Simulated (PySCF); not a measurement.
## Correlation energy of Ir⁴⁹⁺ (iridium, charge +49)

Starting occupation: [Ar] 3d10. Calculation: PySCF 2.14, in an even-tempered Gaussian basis (18 s from 4.4 bohr⁻², ratio 2.6; 15 p from 5.7 bohr⁻², ratio 2.6; 10 d from 5.7 bohr⁻², ratio 2.6; 5 f from 5.8 bohr⁻², ratio 2.8); X2C-1e with screened-nucleus spin-orbit coupling, Gaussian nucleus. Frozen: [Ar]; 10 electrons correlated; the 98 highest virtual spinors left out.

MP2 pair energies summed by pair of shells (mhartree):

| pair | energy | share (%) |
| --- | --- | --- |
| 3d3/2-3d5/2 | -189.28 | 49.7 |
| 3d5/2-3d5/2 | -133.99 | 35.1 |
| 3d3/2-3d3/2 | -57.94 | 15.2 |

Total MP2 correlation energy: -381.20 mhartree.

The virtual space was cut to 70 spinors, which keep -376.81 of the -381.20 mhartree of MP2 correlation.

```csv
level,correlation energy (mhartree)
CCSD,-373.46
(T),-0.14
CCSD(T),-373.60
```

Diagnostics: T1 = 4.5e-05, largest double amplitude 0.005.

Cost of the coupled-cluster step: of the order of 90 core-seconds, for 10 occupied and 70 virtual spinors.

Iterations:

```
Init t2, MP2 energy = -0.376813590142357
CCSD nocc = 10, nmo = 80
Init t2, MP2 energy = -0.376813590142357
Init E_corr(GCCSD) = -0.376813590142357
cycle = 1  E_corr(GCCSD) = -0.373392024188058  dE = 0.00342156595  norm(t1,t2) = 0.000507678
cycle = 2  E_corr(GCCSD) = -0.373457290873384  dE = -6.52666853e-05  norm(t1,t2) = 1.13616e-05
cycle = 3  E_corr(GCCSD) = -0.373457052265036  dE = 2.38608348e-07  norm(t1,t2) = 4.33422e-07
cycle = 4  E_corr(GCCSD) = -0.37345708810604  dE = -3.58410049e-08  norm(t1,t2) = 1.41211e-08
cycle = 5  E_corr(GCCSD) = -0.373457088324773  dE = -2.18732588e-10  norm(t1,t2) = 1.66936e-10
GCCSD converged
E(GCCSD) = -16077.13632529412  E_corr = -0.373457088324773
```

At this charge the one-electron X2C treatment keeps the bare 1/r₁₂, with no two-electron picture change or Breit term. The effect here is smaller than on the frozen 1s shell.
